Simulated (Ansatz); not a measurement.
`C=[C](F)[GaH2]` + `C=N` → `C=NC(=C)F` + `[GaH3]` at 400 K and 1 bar (substitution at a C–Ga bond).

Program: Ansatz. Geometries: PBE0-D4/def2-TZVP. ΔE: electronic, gas phase. CCSD(T)/CBS adds triple-zeta CCSD(T) − MP2 to the extrapolated MP2 energy (def2 sets, frozen cores). This one scheme is used for every species. For Ga outer-core shells are correlated without core-valence functions, which leaves a few kJ/mol of doubt a bond. Scalar relativity is left out up to krypton. One conformer a species, not always the lowest.

```json
{"species": "`C=[C](F)[GaH2]`", "CCSD(T)/CBS energy (Eh)": "-2102.18893", "H − E (kJ/mol)": "151.2", "S (J/(mol·K))": "346.6"}
{"species": "`C=N`", "CCSD(T)/CBS energy (Eh)": "-94.52360", "H − E (kJ/mol)": "119.4", "S (J/(mol·K))": "238.9"}
{"species": "`C=NC(=C)F`", "CCSD(T)/CBS energy (Eh)": "-271.00035", "H − E (kJ/mol)": "198.0", "S (J/(mol·K))": "321.9"}
{"species": "`[GaH3]`", "CCSD(T)/CBS energy (Eh)": "-1925.70545", "H − E (kJ/mol)": "64.2", "S (J/(mol·K))": "231.8"}
```

H − E and S are ideal-gas, rigid-rotor, harmonic terms from PBE0-D4/def2-TZVP, for one conformer and one mirror image of each species. 1 Eh = 2625.50 kJ/mol, R = 8.31446 J/(mol·K).

Task: By hand: ΔE, ΔH, ΔS and ΔG.

Result: ΔE = (-271.00035) + (-1925.70545) − (-2102.18893) − (-94.52360) = 0.00673 Eh = 17.7 kJ/mol. Δ(H − E) = 198.0 + 64.2 − 151.2 − 119.4 = -8.4, so ΔH = 9.3 kJ/mol. ΔS = 321.9 + 231.8 − 346.6 − 238.9 = -31.8 J/(mol·K). ΔG = 9.3 − 400 × (-31.8)/1000 = 22.0 kJ/mol.

Task: By hand: the equilibrium constant, and the temperature at which ΔG would vanish if ΔH and ΔS stayed fixed.

Result: log₁₀ K = −ΔG/(RT ln 10) = -2.9. ΔH and −TΔS have one sign here, so there is no such temperature.

TΔS isn't small against ΔH here. A doubt of 5 kJ/mol in ΔE shifts log₁₀ K by 0.7 here. Other conformers and mirror images would add mixing entropy, several J/(mol·K) or more a flexible species. These are equilibria of isolated gas molecules and say nothing of rates. Largest T1 diagnostic: 0.013 (customary marks: 0.02 for closed shells, 0.045 for open ones).
